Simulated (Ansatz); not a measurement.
The cluster AsP₃, relaxed as a triplet with UKS r2SCAN-D4/def2-SVP in Ansatz, starting from the r2SCAN-D4/def2-SVP geometry of the neutral singlet. Force threshold 0.02 eV/Å.

At r2SCAN-D4/def2-SVP a singlet of charge 0 lies 1.79 eV below the triplet, each at its own geometry. The structure comes from a short search, and lower isomers may exist.

Start:

```xyz
4

P    -1.2654    0.4599   -0.2439
P    -0.0589   -1.3608    0.1303
P     0.4216    0.5243    1.1915
As    0.9027    0.3767   -1.0779
```

```tsv
step	energy (eV)	largest force component (eV/Å)	SCF passes
1	-88686.6458	4.475	92
2	-88688.3243	2.361	42
3	-88689.0198	0.754	43
4	-88689.1291	0.142	38
5	-88689.1325	0.060	39
6	-88689.1327	0.020	33
```

Force components are those of the run's own axes.

End:

Cartesian coordinates in Å:
```
P -1.1669 0.3176 -0.3880
P -0.3536 -1.5337 0.4843
P 0.5544 0.3832 1.0765
As 0.9660 0.8328 -1.1728
```

Bonds lost: P2–As4 (atoms count from 1).

No frequencies were taken in this run, so the end may be a saddle point.

It took 23 s on 4 threads of Arm Neoverse V2 on a shared host.
